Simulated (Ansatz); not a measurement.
## Worked example: C3H7ClSn + C2H6CdO → C3H8OSn + C2H5CdCl

Species: C3H7ClSn `C[CH](C)[Sn][Cl]`, singlet; C2H6CdO `C[CH2][Cd][OH]`, singlet; C3H8OSn `C[CH](C)[Sn][OH]`, singlet; C2H5CdCl `C[CH2][Cd][Cl]`, singlet. The partners trade Cl for OH: Sn–Cl and Cd–OH bonds give way to Sn–OH and Cd–Cl.

Shapes, held fixed at every level: PBE0-D4/def2-TZVP. Flexible molecules stand in one conformer, not always the lowest. Programs: Ansatz 0.2.0. The zero-point and thermal change to 298 K, harmonic and unscaled (PBE0-D4/def2-TZVP), is +0.5 kJ/mol.

At CCSD(T)/def2-TZVPP; 1 Eh = 2625.50 kJ/mol:

| species | energy (Eh) |
| --- | --- |
| C3H7ClSn | -791.743427 |
| C2H6CdO | -322.368254 |
| C3H8OSn | -407.721759 |
| C2H5CdCl | -706.407021 |

Work out ΔH(298 K) of the reaction at this level.


1. Products less reactants: (-407.721759) + (-706.407021) − [(-791.743427) + (-322.368254)] = -0.017099 Eh = -44.9 kJ/mol.
2. With the thermal change: -44.9 + (+0.5) = -44.4 kJ/mol.

Other levels give -46.9 (CCSD(T)/def2-SVP) to -40.6 kJ/mol (MP2/def2-TZVPP). No measured value is set beside it here. For atoms past krypton def2 sets carry core potentials with scalar relativity. Outer-core shells of Cd, Sn are correlated, in sets that cover them unevenly.
